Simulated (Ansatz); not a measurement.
AlBr₃ (`[Br][Al]([Br])[Br]`). The species carries charge 0 and has multiplicity 1. The structure was optimised at the PBE0-D4/def2-TZVP level.

```xyz
4

Br    1.981    1.014    0.121
Al    0.000    0.000    0.000
Br   -0.668   -0.916   -1.919
Br   -1.313   -0.099    1.798
```

(1) What is the dipole moment at ωB97M-V/def2-TZVPP? (Best estimate.)

(2) Give the Mulliken charges with ωB97M-V, B3LYP, PBE in def2-TZVPP. (Estimate.)

Answers

(1) Ansatz gave: 0.00 D, zero by symmetry or nearly so.

(2) The calculation gave: 
```
atom  ωB97M-V  B3LYP    PBE
 Br1    -0.15  -0.17  -0.15
 Al2     0.45   0.51   0.45
 Br3    -0.15  -0.17  -0.15
 Br4    -0.15  -0.17  -0.15
```

B3LYP here is the variant with VWN-RPA as its local correlation; programs differ in this.
